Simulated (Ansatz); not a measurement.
`[OH][GeH2][GeH3]` + `[SiH3]S` → `[SiH3][S][GeH3]` + `[OH][GeH3]` at 400 K and 1 bar (cleavage of the Ge–Ge bond).

Calculated with Ansatz (gas phase, PBE0-D4/def2-TZVP geometries, no zero-point term in ΔE). CBS: MP2 limit from def2 TZ/QZ plus the TZ coupled-cluster correction, frozen cores. For Ge outer-core shells are correlated without core-valence functions, which leaves a few kJ/mol of doubt a bond. Scalar relativity is left out up to krypton. Each species was taken in one conformer, which may not be the lowest.

```json
{"species": "`[OH][GeH2][GeH3]`", "CCSD(T)/CBS energy (Eh)": "-4231.02019", "H − E (kJ/mol)": "169.9", "S (J/(mol·K))": "382.1"}
{"species": "`[SiH3]S`", "CCSD(T)/CBS energy (Eh)": "-689.27336", "H − E (kJ/mol)": "109.8", "S (J/(mol·K))": "293.0"}
{"species": "`[SiH3][S][GeH3]`", "CCSD(T)/CBS energy (Eh)": "-2766.60510", "H − E (kJ/mol)": "163.4", "S (J/(mol·K))": "384.4"}
{"species": "`[OH][GeH3]`", "CCSD(T)/CBS energy (Eh)": "-2153.69723", "H − E (kJ/mol)": "116.2", "S (J/(mol·K))": "291.7"}
```

H − E and S are ideal-gas, rigid-rotor, harmonic terms from PBE0-D4/def2-TZVP, for one conformer and one mirror image of each species. 1 Eh = 2625.50 kJ/mol, R = 8.31446 J/(mol·K).

**Question.** By hand: ΔE, ΔH, ΔS and ΔG.

**Answer.** ΔE = (-2766.60510) + (-2153.69723) − (-4231.02019) − (-689.27336) = -0.00878 Eh = -23.1 kJ/mol. Δ(H − E) = 163.4 + 116.2 − 169.9 − 109.8 = -0.1, so ΔH = -23.2 kJ/mol. ΔS = 384.4 + 291.7 − 382.1 − 293.0 = 1.0 J/(mol·K). ΔG = -23.2 − 400 × (1.0)/1000 = -23.6 kJ/mol.

**Question.** By hand: the equilibrium constant, and the temperature at which ΔG would vanish if ΔH and ΔS stayed fixed.

**Answer.** log₁₀ K = −ΔG/(RT ln 10) = 3.1. ΔH and −TΔS have one sign here, so there is no such temperature.

The number of gas molecules stays the same, so ΔS is small and ΔH decides. A doubt of 5 kJ/mol in ΔE shifts log₁₀ K by 0.7 here. Other conformers and mirror images would add mixing entropy, several J/(mol·K) or more a flexible species. Modes under 60 cm⁻¹, often nearly free rotors, make the harmonic entropy too high. These are equilibria of isolated gas molecules and say nothing of rates. Largest T1 diagnostic: 0.012 (customary marks: 0.02 for closed shells, 0.045 for open ones).

ΔS is within the doubt of such terms, so its sign, and with it that verdict, could turn.
